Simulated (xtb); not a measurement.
TaSCl₃, SMILES [S]=[Ta]([Cl])([Cl])[Cl], multiplicity 1. All values are semi-empirical tight-binding results from xtb (GFN2-xTB unless named), good for trends rather than for accurate numbers. Coordinates come from a GFN2-xTB optimisation. The multiplicity is an assumed one; no other spin state was optimised. The structure was generated by enumeration; whether it is a known compound was not checked.

Optimised geometry:

Bonded distances (Å): Ta1–S2 2.227, Ta1–Cl3 2.219, Ta1–Cl4 2.219, Ta1–Cl5 2.219. Bond angles (°): S2–Ta1–Cl3 109.4, S2–Ta1–Cl4 109.4, S2–Ta1–Cl5 109.4, Cl3–Ta1–Cl4 109.6, Cl3–Ta1–Cl5 109.6, Cl4–Ta1–Cl5 109.6.

For metal compounds this method's bond lengths and energies can be far off.

| Quantity | Result |
|---|---|
| point group as xtb finds it | C3v |
| orbital gap | 2.25 eV |
| zero-point energy | 2.7 kcal/mol |
| G − E(el) at 298.15 K (modified RRHO) | -19.4 kcal/mol |

Computed atomic charges and the Wiberg bond orders between heavy atoms:
charges (e) Ta1 0.78, S2 -0.26, Cl3 -0.17, Cl4 -0.17, Cl5 -0.17. Bond orders Ta1–S2 2.30, Ta1–Cl3 1.24, Ta1–Cl4 1.24, Ta1–Cl5 1.24.
